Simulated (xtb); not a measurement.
Os, quintet (GFN-xTB shapes and energies of metal compounds can be far from the true ones). Base run: GFN2-xTB (xtb).

The xtb input:
```
$ xtb mol.xyz --gfn 2 --uhf 4 --json

# file mol.xyz
1

Os     0.00000000     0.00000000     0.00000000
```

The base run was repeated with changes; each row names its change, and settings that it needs were set with it.

```json
[
 {"change": "base", "ΔE vs base (mEh)": "0.000", "SCF cycles": "45"},
 {"change": "acc = 0.1", "ΔE vs base (mEh)": "0.000", "SCF cycles": "55"},
 {"change": "file = coord", "ΔE vs base (mEh)": "0.000", "SCF cycles": "45"}
]
```
